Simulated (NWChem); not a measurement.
System: C2H7B; SMILES CBC

The following NWChem deck was run.

```
start job
memory heap 200 mb stack 900 mb global 1100 mb
geometry units angstroms noautosym nocenter noautoz
  B      0.000000     0.000000    -0.531636
  H      0.000000     0.000000    -1.749268
  C     -1.379364     0.036668     0.202849
  H     -2.133686     0.658047    -0.304387
  H     -1.337001     0.291322     1.272600
  H     -1.766244    -1.001049     0.133144
  C      1.379364    -0.036668     0.202849
  H      1.766244     1.001049     0.133144
  H      2.133686    -0.658047    -0.304387
  H      1.337001    -0.291322     1.272600
end
basis spherical
  * library def2-svpd
end
dft
  xc b3lyp
  iterations 150
end
property
  response 1 0.0
end
task dft property
```

Parts of the log:

```
             Northwest Computational Chemistry Package (NWChem) 7.3.0
             --------------------------------------------------------

                             Geometry "geometry" -> ""
                             -------------------------

 Output coordinates in angstroms (scale by  1.889725989 to convert to a.u.)

  No.       Tag          Charge          X              Y              Z
 ---- ---------------- ---------- -------------- -------------- --------------
    1 B                    5.0000     0.00000000     0.00000000    -0.53163600
    2 H                    1.0000     0.00000000     0.00000000    -1.74926800
    3 C                    6.0000    -1.37936400     0.03666800     0.20284900
    4 H                    1.0000    -2.13368600     0.65804700    -0.30438700
    5 H                    1.0000    -1.33700100     0.29132200     1.27260000
    6 H                    1.0000    -1.76624400    -1.00104900     0.13314400
    7 C                    6.0000     1.37936400    -0.03666800     0.20284900
    8 H                    1.0000     1.76624400     1.00104900     0.13314400
    9 H                    1.0000     2.13368600    -0.65804700    -0.30438700
   10 H                    1.0000     1.33700100    -0.29132200     1.27260000

 Effective nuclear repulsion energy (a.u.)      66.5011788750

                              NWChem Property Module
                              ----------------------

                                 NWChem DFT Module
                                 -----------------

 Summary of "ao basis" -> "ao basis" (spherical)
 ------------------------------------------------------------------------------
       Tag                 Description            Shells   Functions and Types
 ---------------- ------------------------------  ------  ---------------------
 B                         def2-svpd                 8       20   4s2p2d
 H                         def2-svpd                 4        8   2s2p
 C                         def2-svpd                 8       20   4s2p2d

            General Information
            -------------------
          SCF calculation type: DFT
          Wavefunction type:  closed shell.
          No. of atoms     :    10
          No. of electrons :    24
           Alpha electrons :    12
            Beta electrons :    12
          Charge           :     0
          Spin multiplicity:     1
          Use of symmetry is: off; symmetry adaption is: off
          Maximum number of iterations: 150
          AO basis - number of functions:   116
                     number of shells:    52
          Convergence on energy requested:  1.00D-06
          Convergence on density requested:  1.00D-05
          Convergence on gradient requested:  5.00D-04

              XC Information
              --------------
                         B3LYP Method XC Potential
                     Hartree-Fock (Exact) Exchange  0.200
                        Slater Exchange Functional  0.800 local
                    Becke 1988 Exchange Functional  0.720 non-local
              Lee-Yang-Parr Correlation Functional  0.810
                  VWN I RPA Correlation Functional  0.190 local

             Grid Information
             ----------------
          Grid used for XC integration:  medium
          Radial quadrature: Mura-Knowles
          Angular quadrature: Lebedev.
          Tag              B.-S. Rad. Rad. Pts. Rad. Cut. Ang. Pts.
          ---              ---------- --------- --------- ---------
          B                   0.85       49           9.0       434
          H                   0.35       45          12.0       434
          C                   0.70       49          11.0       434
          Grid pruning is: on
          Number of quadrature shells:   462
          Spatial weights used:  Erf1

      Superposition of Atomic Density Guess
      -------------------------------------

 Sum of atomic energies:        -103.24921390

      Non-variational initial energy
      ------------------------------

 Total energy =    -105.097848
 1-e energy   =    -267.383098
 2-e energy   =      95.784072
 HOMO         =      -0.372682
 LUMO         =      -0.010227

   convergence    iter        energy       DeltaE   RMS-Dens  Diis-err
 ---------------- ----- ----------------- --------- --------- ---------
 d= 0,ls=0.0,diis     1   -105.1769409996 -1.72D+02  1.08D-02  2.48D-01
 d= 0,ls=0.0,diis     2   -105.2038292603 -2.69D-02  2.15D-03  4.63D-02
 d= 0,ls=0.0,diis     3   -105.2072149352 -3.39D-03  9.02D-04  1.91D-02
 d= 0,ls=0.0,diis     4   -105.2097173022 -2.50D-03  9.54D-05  5.54D-05
 d= 0,ls=0.0,diis     5   -105.2097260488 -8.75D-06  1.97D-05  2.41D-06
 d= 0,ls=0.0,diis     6   -105.2097263959 -3.47D-07  5.25D-06  3.52D-07

         Total DFT energy =     -105.209726395949
      One electron energy =     -270.915524610409
           Coulomb energy =      116.682754388057
    Exchange-Corr. energy =      -17.478135048640
 Nuclear repulsion energy =       66.501178875044

 Numeric. integr. density =       24.000007710476

                       DFT Final Molecular Orbital Analysis
                       ------------------------------------

 Vector   10  Occ=2.000000D+00  E=-3.862094D-01
              MO Center= -9.2D-09,  1.5D-09,  1.5D-01, r^2= 3.8D+00
   Bfn.  Coefficient  Atom+Function         Bfn.  Coefficient  Atom+Function
  ----- ------------  ---------------      ----- ------------  ---------------
    34      0.308607   3 C  py               78     -0.308607   7 C  py
    65     -0.278025   6 H  s                93     -0.278025   8 H  s
    49      0.149086   4 H  s               101      0.149086   9 H  s
    66     -0.129058   6 H  s                94     -0.129058   8 H  s
    10     -0.112377   1 B  pz               37      0.101048   3 C  py

 Vector   11  Occ=2.000000D+00  E=-3.212562D-01
              MO Center= -3.8D-11, -2.4D-10, -4.4D-02, r^2= 2.8D+00
   Bfn.  Coefficient  Atom+Function         Bfn.  Coefficient  Atom+Function
  ----- ------------  ---------------      ----- ------------  ---------------
     5      0.395358   1 B  px               33      0.342808   3 C  px
    77      0.342808   7 C  px               49     -0.152968   4 H  s
   101      0.152968   9 H  s                36      0.139751   3 C  px
    80      0.139751   7 C  px               65     -0.104421   6 H  s
    93      0.104421   8 H  s                30      0.086144   3 C  s

 Vector   12  Occ=2.000000D+00  E=-3.108250D-01
              MO Center= -2.5D-09,  2.1D-10, -5.7D-01, r^2= 2.7D+00
   Bfn.  Coefficient  Atom+Function         Bfn.  Coefficient  Atom+Function
  ----- ------------  ---------------      ----- ------------  ---------------
     7      0.375734   1 B  pz               21      0.352482   2 H  s
    10     -0.229727   1 B  pz               35      0.198192   3 C  pz
    79      0.198192   7 C  pz               57      0.167509   5 H  s
   109      0.167509  10 H  s                33     -0.116721   3 C  px
    77      0.116721   7 C  px               32      0.080318   3 C  s

 Vector   13  Occ=0.000000D+00  E=-3.114003D-02
              MO Center=  2.2D-10,  6.9D-10, -5.1D-01, r^2= 2.8D+00
   Bfn.  Coefficient  Atom+Function         Bfn.  Coefficient  Atom+Function
  ----- ------------  ---------------      ----- ------------  ---------------
     6      0.544889   1 B  py                9     -0.459987   1 B  py
    65     -0.160727   6 H  s                93      0.160727   8 H  s
    58      0.121877   5 H  s               110     -0.121877  10 H  s
    17      0.104325   1 B  d -1             49      0.096719   4 H  s
   101     -0.096719   9 H  s                32     -0.093338   3 C  s

 Vector   14  Occ=0.000000D+00  E= 1.275438D-02
              MO Center= -9.3D-08,  7.1D-09, -3.2D-01, r^2= 1.0D+01
   Bfn.  Coefficient  Atom+Function         Bfn.  Coefficient  Atom+Function
  ----- ------------  ---------------      ----- ------------  ---------------
     4      2.863291   1 B  s                 3     -2.260882   1 B  s
    22      0.916411   2 H  s                10      0.806713   1 B  pz
    31      0.628826   3 C  s                75      0.628826   7 C  s
    50     -0.414307   4 H  s               102     -0.414307   9 H  s
    28      0.339009   2 H  pz               58     -0.270216   5 H  s

 Vector   15  Occ=0.000000D+00  E= 4.652966D-02
              MO Center=  4.7D-07,  1.6D-08, -2.6D-02, r^2= 1.2D+01
   Bfn.  Coefficient  Atom+Function         Bfn.  Coefficient  Atom+Function
  ----- ------------  ---------------      ----- ------------  ---------------
    32      3.331354   3 C  s                76     -3.331355   7 C  s
    31      1.985426   3 C  s                75     -1.985427   7 C  s
    50     -1.383071   4 H  s               102      1.383073   9 H  s
     8      1.151132   1 B  px               66     -1.101059   6 H  s
    94      1.101060   8 H  s                58     -0.938383   5 H  s

     Multipole analysis of the density
     ---------------------------------

     L   x y z        total         alpha         beta         nuclear
     -   - - -        -----         -----         ----         -------
     0   0 0 0     -0.000000    -12.000000    -12.000000     24.000000

     1   1 0 0      0.000000      0.000000      0.000000      0.000000
     1   0 1 0      0.000000      0.000000      0.000000     -0.000000
     1   0 0 1      0.167723     -0.132941     -0.132941      0.433605

     2   2 0 0    -16.411242    -82.754002    -82.754002    149.096761
     2   1 1 0      0.251637      1.300476      1.300476     -2.349316
     2   1 0 1      0.000000      0.000000      0.000000      0.000000
     2   0 2 0    -15.287651    -13.100628    -13.100628     10.913606
     2   0 1 1      0.000000      0.000000      0.000000      0.000000
     2   0 0 2    -17.305499    -23.698848    -23.698848     30.092196

 *** CALLING NEW AORESP DRIVER FOR CLOSED AND OPEN SHELLS ***
 Entering AOResponse driver routine

--------------------------------------------------------------------------------

          -----------------------------------------------
          Solving response equations for perturbing field
          -----------------------------------------------

 number of frequencies:     1
 frequency in a.u.:  0.0000000E+00
 Perturbing field: electric
 Using El. Dipole Length Gauge

 Setting up CPKS with frequency omega =      0.00000000 a.u.

 STATIC response

                                NWChem CPHF Module
                                ------------------

  scftype          =     RHF
  nclosed          =       12
  nopen            =        0
  variables        =     1248
  # of vectors     =        3
  tolerance        = 0.10D-03
  level shift      = 0.00D+00
  max iterations   =       50
  max subspace     =       30

 SCF residual:    7.7453904068347276E-005

Iterative solution of linear equations
  No. of variables     1248
  No. of equations        3
  Maximum subspace       30
        Iterations       50
       Convergence  1.0D-04

   iter   nsub   residual    time
   ----  ------  --------  ---------
     1      3    2.51D+00      21.2
     2      6    3.98D-01      26.4
     3      9    1.80D-01      30.6
     4     12    2.34D-02      36.2
     5     15    4.54D-03      41.6
     6     18    1.17D-03      47.3
     7     21    4.50D-05      51.7

 Electric Dipole Response Matrix (nonzero elements):

              1        2        3
    1   48.9043   0.3591   0.0000
    2    0.3591  36.2897  -0.0000
    3    0.0000  -0.0000  42.1776

 ------------------------------------------
 average:        42.45720 + I       0.00000

 DFT Linear Response polarizability / au
 Frequency  =       0.0000000 / au
              X              Y              Z
 -----------------------------------------------
 X      48.9042771      0.3591179      0.0000000
 Y       0.3591126     36.2896916     -0.0000000
 Z       0.0000000     -0.0000000     42.1776266
 -----------------------------------------------
 Eigenvalues =      48.9144923     36.2794764     42.1776266
 Isotropic   =      42.4571984
 Anisotropic =      10.9502777
 -----------------------------------------------

 Magnetic Dipole Response Matrix (nonzero elements):

 Exiting AOResponse driver routine
```

Level: B3LYP/def2-SVPD. Structure relaxed at the PBE0/def2-SVP level.
